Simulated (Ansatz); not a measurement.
Job for Ansatz (a first-principles code): R-wB97X-V/def2-TZVPP on H6O7Ti2 (SMILES [OH][Ti]([OH])([OH])[O][Ti]([OH])([OH])[OH]).

Ansatz 0.2 input:
```yaml
crystal:
  periodic: [false, false, false]
  atoms:
    - {symbol: O, position_ang: [2.86599571, -0.63666053, -1.19241529]}
    - {symbol: Ti, position_ang: [1.41308459, -0.44088869, -0.17331021]}
    - {symbol: O, position_ang: [0.59541159, -2.05689676, 0.08721840]}
    - {symbol: O, position_ang: [1.88457922, 0.25391709, 1.40757104]}
    - {symbol: O, position_ang: [0.17502962, 0.63784278, -0.96091037]}
    - {symbol: Ti, position_ang: [-1.39812727, 0.84289835, -0.10680823]}
    - {symbol: O, position_ang: [-1.65403017, 2.52622195, 0.45528481]}
    - {symbol: O, position_ang: [-2.72187528, 0.25143891, -1.15303377]}
    - {symbol: O, position_ang: [-1.08767989, -0.22311821, 1.33820258]}
    - {symbol: H, position_ang: [3.77990475, -0.35073029, -1.07230689]}
    - {symbol: H, position_ang: [0.93806896, -2.91634784, -0.18762657]}
    - {symbol: H, position_ang: [1.19464848, 0.39257107, 2.07578978]}
    - {symbol: H, position_ang: [-2.31533690, 3.18483314, 0.21157966]}
    - {symbol: H, position_ang: [-2.76727150, -0.29278976, -1.94713809]}
    - {symbol: H, position_ang: [-0.90240190, -1.17239120, 1.21780317]}
basis:
  gaussian:
    orbitals: def2-TZVPP
hamiltonian:
  xc: {name: wB97X-V}
scf: {lower_state_search: off}
```

Problem. Give the final energy of this run.

Solution. -2229.3864 hartree.

Problem. How many basis functions does it have, and what does it roughly cost on one machine?

Solution. 429 functions; around 80 core-seconds (rough).
